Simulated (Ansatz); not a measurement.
Born–Oppenheimer molecular dynamics of CH10N2OSi2 (16 atoms, charge 0, multiplicity 1). It starts from a relaxed structure.

Level of theory: Ansatz 0.2.0, RKS PBE-D4/STO-3G.

```yaml
ensemble: NVT, Nosé–Hoover chain
time_step: 0.5 fs
steps_asked: 176
set_temperature: 1000 K
thermostat: time constant 100 fs, chain length 3 (defaults)
masses: H 2.014 u
seed: 71230
```

First frame:

```xyz
16
Properties=species:S:1:pos:R:3
C 0.364 -1.021 2.134
Si 0.927 -0.536 0.392
O 0.804 -1.866 -0.727
Si -0.351 1.121 -0.515
N -0.090 1.504 -2.270
N -2.072 0.668 -0.230
H 0.956 -1.860 2.537
H -0.698 -1.317 2.146
H 0.479 -0.170 2.827
H 2.329 -0.111 0.517
H 1.388 -2.591 -0.274
H -0.137 2.393 0.167
H 0.839 2.024 -2.334
H 0.147 0.593 -2.770
H -2.253 -0.226 -0.779
H -2.657 1.371 -0.776
```

Problem. What does the run give?

Solution. All steps were run.

```json
{
 "steps done": "176",
 "time covered": "88 fs",
 "mean temperature over the second half": "545 K",
 "spread of the potential energy over the second half": "10.6 meV per atom",
 "mean potential energy of the second half above the start": "64.1 meV per atom"
}
```

The conserved energy stayed within 0.39 meV per atom of its start (net change 0.18 meV per atom), so the integration is sound. The mean temperature of the second half is 46 % below the set value. A run of 0.088 ps of so small a system gives no equilibrium averages. Limits of this set-up: minimal basis.

Problem. What happens to the structure?

Solution. The same pairs are bonded in the first frame and the last. Pairs count as bonded within 1.25 times the sum of covalent radii (0.12 Å more for H–H). This is one draw of velocities; another would differ in detail.

Problem. How do temperature and energy run in time?

Solution. 
```
time (fs)  T (K)  potential energy less start (eV)  conserved less start (meV/atom)
      0.0   1000                             0.000                             0.00
      7.0    548                             0.821                             0.15
     14.0    553                             0.817                             0.08
     21.0    581                             0.776                             0.18
     28.0    694                             0.589                             0.07
     35.0    424                             1.093                             0.15
     42.0    541                             0.906                             0.20
     49.0    518                             0.976                             0.17
     56.0    384                             1.253                             0.32
     63.0    411                             1.238                             0.38
     70.0    564                             1.008                             0.36
     77.0    571                             1.056                             0.36
     84.0    493                             1.244                             0.32
```

Time of the run: 9.6 min on 1 CPU thread of a shared host.
